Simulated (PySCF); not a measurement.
H₃B, SMILES `B` (charge 0, multiplicity 1)

Calculation: PBE-D3(BJ)/def2-TZVP (PySCF).

The HOMO comes out as -8.46 eV. The dipole moment comes out as 0.00 D and the HOMO–LUMO gap is 5.40 eV. The LUMO comes out as -3.06 eV, the total energy comes out as -26.5532 Ha and the cost is very roughly 8 core-seconds.

```xyz
4

B      0.0000     0.0000     0.3110
H      1.0321    -0.5197    -0.0107
H     -0.0372     1.1804     0.5213
H     -0.9949    -0.6607     0.4225
```
Charge 0, spin multiplicity 1.
